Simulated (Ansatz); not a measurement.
GaCl₄, that is [GaCl4]- with one electron fewer, relaxed as a doublet with UKS PBE-D4/def2-SVPD in Ansatz, starting from the PBE-D4/def2-SVPD geometry of the charge -1 singlet. Force threshold 0.02 eV/Å.

The gap within one spin of the relaxed charge 0 doublet nearly closes, so an electron or hole may be smeared out by delocalisation error. The relaxation made no stability test and no search for a lower SCF solution.

Start:

```
atom   x (Å)   y (Å)   z (Å)
 Ga1   0.000   0.000   0.000
 Cl2  -0.423   1.591  -1.509
 Cl3  -0.001  -1.996  -1.002
 Cl4  -1.574   0.039   1.584
 Cl5   1.998   0.366   0.927
```

Question: Estimate the energy that the relaxation releases and the steps that it takes.

Answer: 0.02 eV, in 3 steps; 6 s on 4 threads of AMD EPYC 9B14 on a shared host. No frequencies were taken in this run, so the end may be a saddle point.

Question: Does the start keep its bonding and symmetry?

Answer: By distances, no bond broke or formed. The bond that changes most is Ga1–Cl4, from 2.23 to 2.22 Å (atoms count from 1). Point group Td at the start, D2d at the end, both within 0.05 Å.

Question: Predict the relaxed structure.

Answer: 
```xyz
5

Ga    0.0000    0.0000    0.0000
Cl   -0.4130    1.6550   -1.4213
Cl    0.0205   -2.0293   -0.9007
Cl   -1.6385    0.0190    1.4982
Cl    2.0310    0.3554    0.8238
```
Bond lengths: 4 × Cl–Ga 2.22 Å.
